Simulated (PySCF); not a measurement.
Level of theory: ωB97X-D3(BJ)/def2-TZVP // B3LYP-D3(BJ)/def2-TZVP (PySCF). All species are isolated molecules in the gas phase. Excitations are Tamm–Dancoff values on a coarser integration grid. The basis has no diffuse functions, so Rydberg states are missing or too high.

Reference species (SMILES): `C1[SiH2][SiH2]1` (neutral, multiplicity 1).

```yaml
S1 excitation (TDA): 5.69 eV
brightest of the four lowest singlets (TDA): 6.16 eV
HOMO: -8.98 eV
T1 excitation (TDA): 4.67 eV
```

Changed species: `[SiH2]=[SiH]C`.

Predict the effect on the S1 excitation (TDA), brightest of the four lowest singlets (TDA), HOMO and T1 excitation (TDA).

the S1 excitation (TDA) falls by 1.45 eV, to 4.24 eV; the brightest of the four lowest singlets (TDA) falls by 1.92 eV, to 4.24 eV; the HOMO goes up by 1.17 eV, to -7.81 eV; the T1 excitation (TDA) decreases by 2.93 eV, to 1.74 eV.
